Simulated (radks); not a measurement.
Results of a calculation; reference values are marked as such.
The platinum ion Pt29+, configuration [Kr] 4d10 4f3. Level of theory: Dirac Kohn-Sham, LDA (Slater exchange, Perdew-Wang correlation), spin-unpolarised, spherical densities, point nucleus; open shells are shared between the two j in proportion to 2j + 1 (a radial shooting solver on a logarithmic mesh with Libxc functionals).

Radial electron density D(r) = 4 pi r^2 rho(r):

| r (bohr) | D(r) (e/bohr) |
|---|---|
| 0.0007237 | 6.168 |
| 0.0009274 | 8.981 |
| 0.001179 | 12.81 |
| 0.001511 | 18.28 |
| 0.001921 | 25.44 |
| 0.002442 | 34.79 |
| 0.003129 | 46.96 |
| 0.003977 | 61.03 |
| 0.005097 | 77.10 |
| 0.006479 | 92.41 |
| 0.008303 | 105.3 |
| 0.01056 | 111.9 |
| 0.01353 | 111.1 |
| 0.0172 | 104.9 |
| 0.02186 | 99.70 |
| 0.02801 | 104.3 |
| 0.03561 | 121.3 |
| 0.04563 | 140.7 |
| 0.05801 | 143.4 |
| 0.07434 | 126.4 |
| 0.0945 | 114.8 |
| 0.1211 | 126.1 |
| 0.154 | 131.5 |
| 0.1957 | 100.2 |
| 0.2508 | 63.81 |
| 0.3188 | 64.52 |
| 0.4086 | 66.97 |
| 0.5194 | 40.69 |
| 0.6656 | 12.13 |
| 0.8461 | 1.748 |
| 1.084 | 0.09307 |
| 1.378 | 0.001866 |

D(r) has 4 maxima, at r = 0.0116, 0.0531, 0.143, 0.374 bohr, and minima at 0.0228, 0.0945, 0.278 bohr, inside which lie 2.03, 11.12, 29.57 electrons.
